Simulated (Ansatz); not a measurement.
Relaxation of CuPd₂ with UKS PBE-D4/def2-TZVP.

```sh
$ ansatz run in.yaml --threads 2 --pin off --events-out ev --progress --plain --max-ram 4352MiB
```

```yaml
crystal:
  periodic: [false, false, false]
  atoms:
    - {symbol: Pd, position_ang: [-1.094154, -0.803946, 0.476422]}
    - {symbol: Pd, position_ang: [-0.205464, 1.275341, -0.633834]}
    - {symbol: Cu, position_ang: [1.299617, -0.471395, 0.157412]}
basis:
  gaussian: {orbitals: def2-TZVP}
magnetization: {spin_polarized: true, initial_magnetization: 3}
hamiltonian: {xc: pbe, dispersion: d4}
scf: {lower_state_search: "off"}
output: {orbitals: {seedname: orbitals}}
relax: {f_tol: 0.02, max_steps: 100}
```

It took 33 s on 2 threads of Arm Neoverse V1 on a shared host.

Positions (Å) and forces (eV/Å) at steps 1, 2, 4 of 4:

```xyz
3
step=1 energy=-51595.7564 eV
Pd   -1.094   -0.804    0.476   -0.145    0.622   -0.306
Pd   -0.205    1.275   -0.634   -0.559   -0.373    0.224
Cu    1.300   -0.471    0.157    0.705   -0.250    0.082
3
step=2 energy=-51595.8301 eV
Pd   -1.102   -0.737    0.443   -0.276   -0.275    0.157
Pd   -0.260    1.231   -0.608    0.001    0.374   -0.190
Cu    1.361   -0.493    0.165    0.275   -0.100    0.033
3
step=4 energy=-51595.8404 eV
Pd   -1.117   -0.745    0.448    0.000    0.000    0.000
Pd   -0.265    1.246   -0.615    0.000    0.000    0.000
Cu    1.383   -0.501    0.167    0.000    0.000    0.000
```

In the def2 sets Pd takes a core potential; there is no spin–orbit coupling. At PBE-D4/def2-TZVP a doublet of charge 0 lies 1.59 eV below the quartet, each at its own geometry. The structure comes from a short search, and lower isomers may exist.
